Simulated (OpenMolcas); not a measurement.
An OpenMolcas run meant for Ar VII (ANO-R3, X2C; inactive shells 1s 2s 2p; intended active space 2 electrons in 8 orbitals (3s 3p 4s 4p)). One step of its input:

```
&CASPT2
Multistate=1 1
Frozen=1 0
IPEA=3.0
Imaginary=0.1
MaxIter=60
WThr=0.0 0.3 0.05
PrWF=0.5
NoMix
```

The run finished. Its levels beside those of a sound run (SS-CASPT2, IPEA 0.25 Eh, imaginary shift 0.1 Eh (closed shells correlated: 2s 2p)), in cm-1 above each run's lowest level:

```csv
Level,This run,Usual run
3s2 1S0,0.0,0.0
3s 3p 3P* 0,113391,113001
3s 3p 3P* 1,114135,113744
3s 3p 3P* 2,115679,115289
3s 3p 1P* 1,174586,172077
```

**Question.** Which setting is unsound, and how much does it matter here?

**Answer.** The IPEA shift is far above its usual 0.25 hartree. Against the sound run the excited levels shown move by 920 cm-1 on average and by 2500 cm-1 at most.

Active for correlation alone: 4p 4s; no level in the range computed is led by a configuration that fills them, so any true level of that kind is missing. Only configurations of the active space appear.

* marks odd parity.
